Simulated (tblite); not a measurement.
C₃H₄F₄O.
Geometry (GFN2-xTB, Å), atoms numbered from 1 in this order:
```xyz
12
C3H4F4O angstrom
O     -1.3474    1.2498    0.2649
C     -1.1923   -0.1338    0.2681
C      0.1172   -0.5940   -0.3937
F      0.0820   -0.2834   -1.7316
C      1.3536    0.0862    0.2134
F      1.3633   -0.0646    1.5434
F      1.4189    1.3870   -0.0507
F      2.4855   -0.4657   -0.2428
H     -1.3196    1.5804   -0.6424
H     -1.1903   -0.4457    1.3151
H     -2.0174   -0.6367   -0.2569
H      0.2476   -1.6802   -0.3128
```

Computed with GFN2-xTB (tblite): harmonic, unscaled wavenumbers at the GFN2-xTB geometry, gas phase. This tight-binding method is rough: wavenumbers can miss measured ones by several per cent, in bad cases by 10 to 20. One conformer, not necessarily the lowest.

Harmonic wavenumbers (cm⁻¹): 45.9, 87.7, 166.9, 198.7, 274.1, 303.8, 376.9, 422.1, 469.1, 507.6, 558.3, 695.2, 810.7, 901.0, 976.6, 1052.7, 1076.0, 1091.6, 1123.4, 1158.5, 1196.1, 1238.3, 1268.1, 1315.4, 1335.3, 1448.7, 2893.7, 2944.5, 2997.3, 3512.0.

A = 2849, B = 1754, C = 1481 MHz; mass 132.020 u (most abundant isotopes); point group C1, symmetry number 1.

Problem. Zero-point energy?

Solution. ½Σν̃ = 16223 cm⁻¹ = 46.38 kcal/mol.

Problem. Entropy at 500 K, 1 bar (ideal gas, RRHO, classical rotation)?

Solution. Translation 43.14, rotation 29.71, vibration 35.86: S = 108.7 cal/(mol K).

Problem. And Cp and H(500 K) − H(0)?

Solution. Cp = 41.91 cal/(mol K), of which vibrations give 33.96 (their classical limit is 30 R = 59.6); H(500 K) − H(0) = 13.13 kcal/mol without the zero-point energy, 9.15 from vibrations.

Problem. How do the functions run with temperature in this model?

Solution. 
| T (K) | S (cal/(mol K)) | Cp (cal/(mol K)) | H − H(0) (kcal/mol) | G − H(0) (kcal/mol) | ln q(vib) |
| --- | --- | --- | --- | --- | --- |
| 100 | 66.1 | 15.7 | 1.15 | -5.46 | 1.26 |
| 200 | 79.5 | 23.4 | 3.12 | -12.77 | 3.14 |
| 300 | 90.3 | 30.4 | 5.81 | -21.27 | 5.07 |
| 800 | 130.8 | 51.6 | 27.32 | -77.30 | 14.08 |
| 1000 | 142.7 | 55.4 | 38.05 | -104.68 | 17.25 |

q(vib) and H(0) count from the zero-point level.

Problem. Which modes carry the vibrational entropy at 500 K?

Solution. 45.9 cm⁻¹: 6.01; 87.7 cm⁻¹: 4.73; 166.9 cm⁻¹: 3.46; 198.7 cm⁻¹: 3.12; 274.1 cm⁻¹: 2.51; 303.8 cm⁻¹: 2.32 cal/(mol K); the other 24 give 13.71 together.

Problem. Blend soft modes into free rotors: weight 1/[1 + (100 cm⁻¹/ν̃)⁴] for the oscillator and the rest for a rotor with moment μB/(μ + B), μ = h/(8π²ν), B = 10⁻⁴⁴ kg m². What vibrational entropy results?

Solution. 33.21 cal/(mol K) in place of 35.86, which changes −T·S at 500 K by +1.33 kcal/mol.

Hindered rotation and anharmonicity are outside this model. Other conformers, if any are populated, would add a mixing term that is left out. The structure is chiral; the term R ln 2 for an equal mix with its mirror image is left out.

Run on x86-64 server, one thread, shared host. The figure is for the frequency step alone.
